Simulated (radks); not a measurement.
The numbers below are computed, except where a source is named.
Q: These are the eigenvalues of the occupied orbitals of an atom or ion with whole-number occupations (eV). Level of theory: scalar-relativistic Kohn-Sham, BLYP, spin-polarised, spherical densities, finite nucleus; Fermi nuclear charge, rms radius of each element as measured or else 0.836 A^(1/3) + 0.57 fm (a radial shooting solver on a logarithmic mesh with Libxc functionals).

| orbital | eigenvalue |
|---|---|
| 1s down | -18858.57 |
| 1s up | -18858.57 |
| 2s up | -2678.648 |
| 2s down | -2678.515 |
| 2p up | -2397.180 |
| 2p down | -2397.081 |
| 3s up | -485.5477 |
| 3s down | -485.4742 |
| 3p up | -393.5788 |
| 3p down | -393.4966 |
| 3d up | -243.2178 |
| 3d down | -243.0915 |
| 4s up | -103.6181 |
| 4s down | -102.8358 |
| 4p up | -78.9559 |
| 4p down | -78.0961 |
| 4d up | -43.7307 |

Which element is it, and in what charge state? The configuration may be excited. Open shells, if any, are filled with parallel spins first.

A: Z = 41, niobium, charge +4: Nb4+ in [Kr] 4d1. The list shows which subshells hold electrons but not how many an open one holds; the 1s level, -693.04 hartree, gives Z - s = 37.2 by -(Z - s)^2/2, which with screening and relativity narrows Z to a few neighbours, and the depths of the outer levels then fix element, charge and occupations together.
